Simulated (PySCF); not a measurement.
CH9Ge2O2P.
Z-matrix (Å and degrees, PBE0-D3(BJ)/def2-SVP geometry), rows numbered from 1:
```
C 
O   1  1.4020
Ge  2  1.7792  1  120.84
O   3  1.7700  2  107.95  1    69.89
Ge  4  1.7874  3  125.88  2    40.78
P   5  2.3274  4  108.43  3    34.92
H   1  1.1012  2  108.57  3   170.88
H   1  1.1059  2  112.32  3   -69.93
H   1  1.1069  2  112.53  3    51.80
H   3  1.5322  2  104.29  1  -171.79
H   3  1.5368  2  110.33  1   -46.04
H   5  1.5389  4  105.97  3   153.22
H   5  1.5439  4  107.64  3   -88.17
H   6  1.4304  5   92.49  4  -173.88
H   6  1.4279  5   92.63  4   -79.76
```

Method used: delta-SCF UKS SCAN, pcX-2 on the ionised atom, pcseg-1 elsewhere, spin-free X2C in PySCF 2.14.0. Every row has its own mixed basis.

```
ionised atom  basis functions  E(ground) (Eh)  E(ionised) (Eh)
          C1              190     -4724.32285      -4713.58433
          O2              190     -4724.35187      -4704.59581
          O4              190     -4724.35360      -4704.62599
          P6              201     -4724.40556      -4645.40279
```

Task: Turn these total energies into binding energies.

Result: E(ionised) − E(ground), at 27.2114 eV a hartree:

```
atom                  environment  difference (Eh)  binding energy (eV)
  C1               methoxy carbon         10.73852               292.21
  O2    oxygen bonded to C and Ge         19.75606               537.59
  O4        oxygen bonded to 2 Ge         19.72761               536.82
  P6  three-coordinate phosphorus         79.00277              2149.77
```

Task: How much do the ground-state energies differ, and what would follow from using one of them for all holes?

Result: They run from -4724.4056 Eh (core basis on P6) to -4724.3228 Eh (on C1), 0.0828 Eh or 2.25 eV apart, for one and the same state in different bases and grids. Pairing the ion of C1 with the ground state of P6 would put its binding energy 2.25 eV too high.

Only 1s holes are shown. One conformer (not necessarily the lowest) at the PBE0-D3(BJ)/def2-SVP geometry, without solvent, vibrations or thermal averaging.
